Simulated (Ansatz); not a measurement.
`F[SiH2]I` and `B[SiH2]F` differ in one atom or group.

Ansatz, PBE0-D4/def2-TZVP geometries, multiplicity 1. 

Elements past krypton have def2 core potentials.  Spin–orbit coupling is left out; it splits and shifts lone-pair levels of the heavy atoms by tenths of an eV.

```tsv
property	`F[SiH2]I`
size of the dipole moment (PBE/def2-TZVPP) / D	1.08
HOMO–LUMO gap (ωB97M-V/def2-TZVPP) / eV	11.34
HOMO–LUMO gap (B3LYP/def2-TZVPP) / eV	6.93
HOMO–LUMO gap (PBE0/def2-TZVPP) / eV	7.41
LUMO energy (PBE0/def2-TZVPP) / eV	-0.54
zero-point energy (PBE0-D4/def2-TZVP) / kJ/mol	54.6
```

What does the change do to each property? (Best estimate.)

Computed: 
```json
{"property": "size of the dipole moment (PBE/def2-TZVPP) / D", "`B[SiH2]F`": "1.30", "shift": "0.22"}
{"property": "HOMO–LUMO gap (ωB97M-V/def2-TZVPP) / eV", "`B[SiH2]F`": "9.99", "shift": "-1.35"}
{"property": "HOMO–LUMO gap (B3LYP/def2-TZVPP) / eV", "`B[SiH2]F`": "5.43", "shift": "-1.50"}
{"property": "HOMO–LUMO gap (PBE0/def2-TZVPP) / eV", "`B[SiH2]F`": "5.82", "shift": "-1.59"}
{"property": "LUMO energy (PBE0/def2-TZVPP) / eV", "`B[SiH2]F`": "-2.70", "shift": "-2.16"}
{"property": "zero-point energy (PBE0-D4/def2-TZVP) / kJ/mol", "`B[SiH2]F`": "102.9", "shift": "48.3"}
```

With PBE0 the HOMO falls by 0.56 eV and the LUMO falls by 2.16 eV, so the gap narrows by about 1.60 eV. PBE moves the HOMO by -0.41 eV and ωB97M-V by -0.63 eV. The zero-point energy changes by 48.3 kJ/mol with +6 modes. Dipoles are sizes alone; their direction can turn.

B3LYP here is the variant with VWN-RPA as its local correlation; programs differ in this.
